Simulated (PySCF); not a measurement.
Computed shifts of a molecule C₂H₁₀OSi₂, PySCF with PBE/pcSseg-1, GIAO, gas phase, atoms alike by connectivity averaged where their shifts nearly agree, in ppm (number of nuclei): ¹³C: 69.9 (1), 21.2 (1). ²⁹Si: -77.3 (1), -114.1 (1). ¹H: 4.29 (1), 4.23 (1), 4.17 (1), 3.91 (1), 3.81 (3), 1.50 (1), 1.34 (1), -0.04 (1). References: ¹⁷O against H2O (σ = 334.3 ppm); ¹³C against TMS (σ = 182.0 ppm); ²⁹Si against TMS (σ = 335.4 ppm); ¹H against TMS (σ = 31.49 ppm), references at their B3LYP-D3(BJ)/def2-TZVP geometries, non-relativistic. The structure is a stationary point at B3LYP-D3(BJ)/def2-SVP. One conformer was computed; it need not be the lowest.

Which structure fits?
(A) C[SiH2][SiH2]CO
(B) C[C@H](O)[SiH2][SiH3]
(C) C[SiH2][Si@H](C)O
(D) OCC[SiH2][SiH3]

D, OCC[SiH2][SiH3]
